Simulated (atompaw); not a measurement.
Dy (Z = 66): one change to a PAW (atompaw) potential, before and after

```
Element                 : dysprosium
Generator               : atompaw 4.2.0.5
Type                    : PAW
Functional              : LDA (PW92)
Relativity              : scalar-relativistic
Frozen core             : [Xe]
Valence charge          : 12
Reference configuration : 4f10 5d0 6s0 6p0 (charge +2)
Partial waves           : 6s (bound, empty): rc 3.00 bohr; 6s channel at -0.6 Ry: rc 3.00 bohr; 6p (bound, empty): rc 3.00 bohr; 6p channel at 0.7 Ry: rc 3.00 bohr; 5d (bound, empty): rc 3.00 bohr; 5d channel at 0.1 Ry: rc 3.00 bohr; 4f (bound): rc 0.90 bohr; 4f channel at 0.25 Ry: rc 0.90 bohr
Local potential         : bessel scheme, radius 2.25 bohr
Core correction         : smooth core density matched at 1.65 bohr
Augmentation charge     : besselshape compensation charge, radius 2.70 bohr; PAW radius 3.00 bohr; waves and projectors: custom polynom gramschmidtortho
```

All-electron outer shells of the reference configuration (LDA (PW92), scalar-relativistic, ld1.x):

```csv
shell,level (eV),outermost node (bohr),outermost maximum (bohr)
5s,-63.29,0.63,1.16
5p,-39.62,0.67,1.33
4f,-17.38,–,0.54
6s,-14.52,1.55,3.00
5d,-13.73,0.76,1.94
6p,-9.99,1.85,3.71
```

Change: wave 6p channel at 0.7 Ry: rc 3.00 bohr becomes 6p channel at 10.27 Ry: rc 3.00 bohr.

Cutoffs: the cutoffs (Ry, on a coarse ladder) from which the occupation-weighted sum of valence levels, in a spherical-Bessel basis at the reference potential, stays within 10 and 1 mRy of its value at 400 Ry; they do not see the model core or the augmentation charge, which bear on the density cutoff.

Q: What does the change do?

A: The bound ghosts move from p, s to s; the range in which the p phases agree narrows (upper end 4.8 → -0.4).

| quantity | base | changed |
| --- | --- | --- |
| cutoff, loose | 260 Ry | 260 Ry |
| cutoff, tight | over 300 Ry | over 300 Ry |
| bound ghosts | s, p | s |
| s: phases at 3.00 bohr within 0.05 rad from the reference energy up to (Ry; the scan ends near 5) | 3.4 | 3.4 |
| p: phases at 3.00 bohr within 0.05 rad from the reference energy up to (Ry; the scan ends near 5) | 4.8 | -0.4 |
| d: phases at 3.00 bohr within 0.05 rad from the reference energy up to (Ry; the scan ends near 5) | 1.4 | 1.4 |
| f: phases at 3.00 bohr within 0.05 rad from the reference energy up to (Ry; the scan ends near 5) | 4.0 | 4.0 |
| lowest overlap eigenvalue by channel | s 0.24, p 0.55, d 0.92, f 1.00 | s 0.24, p 0.13, d 0.92, f 1.00 |

 A true bound ghost makes a file unfit for plane-wave use even where its test errors are small: the radial tests pick states by their node count and pass the ghost by. The cutoffs see the waves, projectors and local potential, not the compensation charge or the core.
